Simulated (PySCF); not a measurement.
# Solvent effects on NMR parameters

Numbering as in the mapped SMILES `[CH2:1]=[CH:2][C@H:3]([CH3:4])[C:5](=[O:6])[OH:7]`. Hydrogens are named by the atom that carries them. Ha(C1) is cis to C3; Hb(C1) is trans to C3.

GIAO PBE0/pcSseg-1 in PySCF 2.14.0 with density-fitted response routines on one PBE0-D3(BJ)/def2-SVP conformer, non-relativistic, equivalent nuclei averaged. Solvents enter as an IEF-PCM continuum (benzene with ε = 2.3, acetone with ε = 20.5) around the gas-phase geometry. Shifts are referred to TMS computed in the same medium.

In benzene, δ in ppm: C5 179.8, C2 148.8, C1 127.1, C3 47.5, C4 18.7, H(O7) 5.95, H(C2) 5.91, Ha(C1) 5.67, Hb(C1) 5.54, H(C3) 2.99, H(C4) 1.24. Dipole moment 1.72 D.

Task: How does each δ change in the more polar medium?

Result: 
```tsv
atoms	environment	Δδ, acetone
C5	carboxylic acid carbon	+2.1
C2	alkene CH	+0.9
C1	terminal =CH2 carbon	+0.9
C3	sp3 CH α to a carbonyl	+0.6
C4	methyl carbon	+0.2
H(O7)	hydrogen on an acid hydroxyl oxygen	+0.46
H(C2)	hydrogen on an alkene CH	+0.06
Ha(C1)	hydrogen on a terminal =CH2 carbon	+0.09
Hb(C1)	hydrogen on a terminal =CH2 carbon	+0.09
H(C3)	hydrogen on an sp3 CH α to a carbonyl	+0.13
H(C4)	hydrogen on a methyl carbon	0.00
```

Changes are relative to benzene. The dipole moment becomes 1.95 D in acetone.

Task: Which nuclei move most (in ppm), and what does the model miss?

Result: C5 (carboxylic acid carbon, +2.1 ppm) in acetone. A continuum only polarises the solute; specific hydrogen bonds, the anisotropy of aromatic solvents and changes of geometry or conformer are outside it.
